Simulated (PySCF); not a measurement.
# C₆ coefficients of unlike pairs at UHF

Calculated with PySCF 2.14 from the dipole response of each species, C₆(A,B) = (3/π) ∫ α_A(iu) α_B(iu) du, in atomic units, from isotropic polarisabilities. For ions this is the dispersion term alone; charge-induced terms of lower order in 1/R come first.

```json
{"species": "B⁺", "configuration": "[He] 2s2 (1S)", "basis": "aug-cc-pVDZ (4s3p2d)", "relativity": "none", "α (bohr³)": "11.47", "C₆ (like pair)": "32.08"}
{"species": "Sb²⁺", "configuration": "[Kr] 4d10 5s2 5p1 (2P)", "basis": "x2c-TZVPPall with one added diffuse shell each of s, p, d, f type (9s7p5d3f)", "relativity": "spin-free X2C", "α (bohr³)": "17.03", "C₆ (like pair)": "109.4"}
{"species": "Ta³⁺", "configuration": "[Xe] 4f14 5d2 (3F)", "basis": "aug-cc-pVTZ-PP with ECP60MDF (6s6p5d3f2g)", "relativity": "core potential", "α (bohr³)": "6.923", "C₆ (like pair)": "31.33"}
{"species": "Al³⁺", "configuration": "[Ne] (1S)", "basis": "aug-cc-pCVTZ-DK (8s7p5d3f)", "relativity": "spin-free X2C", "α (bohr³)": "0.2291", "C₆ (like pair)": "0.2012"}
```

Question: Estimate C₆ for Sb²⁺ with B⁺.

Answer: The integral gives 57.26. The combination rule 2 C_A C_B / (C_A α_B/α_A + C_B α_A/α_B) gives 57.88 and the geometric mean 59.26.

No spin-orbit coupling is included.

The other pairs:

```csv
pair,C₆
"Al³⁺, B⁺",1.236
"Ta³⁺, B⁺",27.68
"Ta³⁺, Sb²⁺",56.64
"Al³⁺, Ta³⁺",1.945
"Al³⁺, Sb²⁺",3.107
```
